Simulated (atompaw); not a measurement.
Which change was made? (Al, PAW (atompaw))

```json
{"Element": "Al", "Generator": "atompaw 4.2.0.5", "Type": "PAW", "Functional": "PBE", "Relativity": "scalar-relativistic", "Frozen core": "[He]", "Valence charge": "11", "Reference configuration": "2s2 2p6 3s2 3p0 (charge +1)", "Partial waves": "2s (bound): rc 0.90 bohr; 3s (bound): rc 1.25 bohr; 2p (bound): rc 0.70 bohr; 3p (bound, empty): rc 1.25 bohr; 3d channel at 0.5 Ry: rc 1.25 bohr; 3d channel at 2.2 Ry: rc 1.25 bohr", "Local potential": "bessel scheme, radius 1.20 bohr", "Core correction": "smooth core density matched at 0.80 bohr", "Augmentation charge": "besselshape compensation charge, radius 1.00 bohr; PAW radius 1.25 bohr; waves and projectors: custom rrkj vanderbiltortho"}
```

Cutoffs, loose and tight: the cutoffs (Ry, on a coarse ladder) from which the occupation-weighted sum of valence levels, in a spherical-Bessel basis at the reference potential, stays within 10 and 1 mRy of its value at 400 Ry. They see the waves, projectors and local potential, not the compensation charge or the core.

The base gives: outcome: generated; cutoff, loose: 180 Ry; cutoff, tight: 300 Ry; bound ghosts: none.

(1) After one change the result is: outcome: generated; cutoff, loose: 230 Ry; cutoff, tight: 300 Ry; bound ghosts: none. Which change was it?
A. wave 2p (bound): rc 0.70 bohr becomes 2p (bound): rc 1.10 bohr
B. local potential bessel scheme, radius 0.88 bohr
C. core [Ne], valence charge 3; reference 3s2 3p0; waves now 3s (bound): rc 1.70 bohr; 3s channel at 0.35 Ry: rc 1.60 bohr; 3p (bound): rc 1.70 bohr; 3p channel at 0.05 Ry: rc 1.70 bohr; 3d channel at -0.2 Ry: rc 1.30 bohr; 3d channel at 0.3 Ry: rc 1.70 bohr; local potential bessel scheme, radius 1.25 bohr; core correction smooth core density matched at 1.30 bohr; augmentation besselshape compensation charge, radius 1.40 bohr; PAW radius 1.70 bohr; waves and projectors: custom rrkj vanderbiltortho
D. augmentation besselshape compensation charge, radius 1.00 bohr; PAW radius 1.25 bohr; waves and projectors: custom polynom vanderbiltortho

Answers

(1) D. The others give: wave 2p (bound): rc 0.70 bohr becomes 2p (bound): rc 1.10 bohr → outcome: generated; cutoff, loose: 70 Ry; cutoff, tight: 140 Ry; bound ghosts: none | core [Ne], valence charge 3; reference 3s2 3p0; waves now 3s (bound): rc 1.70 bohr; 3s channel at 0.35 Ry: rc 1.60 bohr; 3p (bound): rc 1.70 bohr; 3p channel at 0.05 Ry: rc 1.70 bohr; 3d channel at -0.2 Ry: rc 1.30 bohr; 3d channel at 0.3 Ry: rc 1.70 bohr; local potential bessel scheme, radius 1.25 bohr; core correction smooth core density matched at 1.30 bohr; augmentation besselshape compensation charge, radius 1.40 bohr; PAW radius 1.70 bohr; waves and projectors: custom rrkj vanderbiltortho → outcome: generated; cutoff, loose: 10 Ry; cutoff, tight: 15 Ry; bound ghosts: none | local potential bessel scheme, radius 0.88 bohr → outcome: failed: atompaw: The overlap operator has at least one negative eigenvalue!.
